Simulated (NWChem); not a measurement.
Molecule: GeH$_{3}$F; SMILES [F][GeH3]

### Question
Give the equilibrium geometry at PBE0/def2-SVP (NWChem) as a list of bonds and angles, with the point group.

### Answer
point group C3v; any orientation.
Bonded distances (Å): Ge1–F2 1.744, Ge1–H3 1.536, Ge1–H4 1.536, Ge1–H5 1.536. Bond angles (°): F2–Ge1–H3 106.6, F2–Ge1–H4 106.6, F2–Ge1–H5 106.6, H3–Ge1–H4 112.2, H3–Ge1–H5 112.2, H4–Ge1–H5 112.2.
